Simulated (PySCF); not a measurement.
# Correlation energy of Pd²⁺ (palladium, charge +2)

[Kr] 4d7 5s1, high-spin 5F determinant (an excited configuration). Computed with PySCF 2.14 in aug-cc-pwCVDZ-PP with ECP28MDF (6s6p5d3f, 70 functions), with a scalar-relativistic core potential. Frozen: 4s2 4p6; 8 electrons correlated.

MP2 pair energies summed by pair of shells (mhartree):

| pair | energy | share (%) |
| --- | --- | --- |
| 4d-4d | -147.61 | 82.0 |
| 4d-5s | -32.38 | 18.0 |

Total MP2 correlation energy: -179.99 mhartree.

Same-spin part -86.06 and opposite-spin part -93.93 mhartree; SCS-MP2 scales them by 1/3 and 6/5 to -141.41 mhartree.
